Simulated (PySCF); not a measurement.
C₂H₆NO, SMILES CC(N)=[OH+], charge +1.

Geometry: B3LYP-D3(BJ)/def2-SVP. The isomer is the one that the SMILES or the coordinates give; other isomers of the formula were not compared. The values are those of a single conformer.

Method: PBE0/def2-TZVP (PySCF).

Symmetry labels are those of the subgroup Cs that the program uses (full group Cs).

Computed valence orbital energies around the gap with their symmetry:
```csv
orbital,symmetry,energy (eV)
HOMO−7,A',-22.26
HOMO−6,A',-20.95
HOMO−5,A',-19.72
HOMO−4,A",-19.37
HOMO−3,A',-17.26
HOMO−2,A",-16.83
HOMO−1,A',-16.71
HOMO,A",-15.21
LUMO,A",-6.44
LUMO+1,A',-4.46
LUMO+2,A',-3.32
LUMO+3,A',-2.70
```
